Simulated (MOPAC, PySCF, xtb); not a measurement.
Donor–acceptor adduct: CH5Al (SMILES [CH3][AlH2]) (first 7 atoms) with H2O (SMILES O); geometry from B3LYP-D3(BJ)/def2-TZVP, rigid monomers moved along the line of their centres of mass till Al2···O8 is 2.35 Å.
(charge 0, multiplicity 1):
```xyz
10

C     -0.1778     0.9168    -0.6125
Al    -0.3298    -0.3736     0.8603
H      0.8623     1.0922    -0.9021
H     -0.6980     0.5558    -1.5058
H     -0.6195     1.8852    -0.3600
H      0.5849    -1.6861     0.8291
H     -1.7143    -0.4692     1.6567
O      0.8250     0.5702     2.6788
H      1.5593     0.0132     2.9692
H      0.2470     0.7131     3.4398
```

Counterpoise-corrected where a basis set is named; no monomer relaxation.

Rows in 6-31G* carry no dispersion term and start afresh at each structure (6-31G* with six Cartesian d functions). The state that AM1 reach isn't checked.

Run with MOPAC for AM1 (differences of heats of formation); PySCF for 6-31G* rows; xtb for the GFN methods. Values without a source in brackets are computed.

### Question
One of these levels gives -17.93 kcal/mol for the interaction energy. Name it.
(A) GFN2-xTB
(B) AM1
(C) HF/6-31G*

### Answer
C, HF/6-31G*. The others give -14.09 (AM1), -22.95 (GFN2-xTB)
